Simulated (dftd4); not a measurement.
C$_{6}$H$_{10}$O, charge +1, doublet, geometry from GFN2-xTB (a state made from the parent by changing its charge; the spin is typed, not shown lowest); D4 for tpssh run with dftd4 4.2.0.

Input for dftd4:
```
$ dftd4 mol.xyz --func tpssh --charge 1 --json dftd4.json --noedisp

# file mol.xyz
17

O      2.28457943     0.40206330    -0.04860078
C      1.14921283     0.22209750     0.19906429
C      0.08708612     1.32782686     0.28392559
C     -1.13862627     0.99398946    -0.52722219
C     -1.77442548    -0.32381132    -0.09209757
C     -0.71311533    -1.39814608    -0.31480493
C      0.52758006    -1.14854000     0.50382244
H     -0.15839096     1.42763462     1.34533885
H      0.57115359     2.24156623    -0.07056933
H     -1.87978133     1.78810716    -0.36777892
H     -0.90539144     0.98545999    -1.59455139
H     -2.65839076    -0.53429509    -0.69171366
H     -2.06992885    -0.28328091     0.95628315
H     -1.14222559    -2.35828051     0.00041272
H     -0.46456230    -1.49279134    -1.37448721
H      1.30566255    -1.88769301     0.29610135
H      0.29894808    -1.14343203     1.57364487
```

The log (banner, timings and long lists left out):

```
                    ____  _____ _____     ____  _  _
      -------------|  _ \|  ___|_   _|---|  _ \| || |------------
     |             | | | | |_    | | ___ | | | | || |_           |
     |             | |_| |  _|   | ||___|| |_| |__   _|          |
     |             |____/|_|     |_|     |____/   |_|            |
     |             ===================================           |
     |            E. Caldeweyher, S. Ehlert & S. Grimme          |
     |          Mulliken Center for Theoretical Chemistry        |
     |                    University of Bonn                     |
      -----------------------------------------------------------

Rational (Becke-Johnson) damping: tpssh-D4-ATM
---------------------
  s6         1.0000
  s8         1.8590
  s9         1.0000
  a1         0.4429
  a2         4.6023
 alp        16.0000
--------------------

Dispersion energy:      -1.6177480549613E-02 Eh

[Info] JSON dump of results written to 'dftd4.json'
```
